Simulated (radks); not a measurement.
The numbers below are computed, except where a source is named.
Question: Spherical quantum dot in the effective-mass picture: electrons in a well V = -V0 / (1 + exp((r - R)/a)) with V0 = 8.44, R = 6.8, a = 0.27, with a point charge +2 (a donor) at the centre, all in effective atomic units (hartree* = m*/eps^2 hartree, bohr* = eps/m* bohr), one dielectric constant everywhere. Level of theory: non-relativistic Kohn-Sham, LDA (Slater exchange, Perdew-Wang correlation), spin-polarised, spherical densities (a radial shooting solver with Libxc functionals). Levels are named by radial order and angular momentum (1s, 1p, 1d, 2s, ...), and open shells are averaged over m. Results are scaled to m* = 0.034 and eps = 13.9, for which hartree* = 4.789 meV and bohr* = 21.63 nm. At N = 7 the configuration is 1s2 1p(up 3, down 0) 2s2. Does electron 8 go into 1p down or 1d up or 1d down?

Answer: Into 1p down. The total energies of the other choices lie higher by 0.400 meV (1d up), 0.585 meV (1d down).
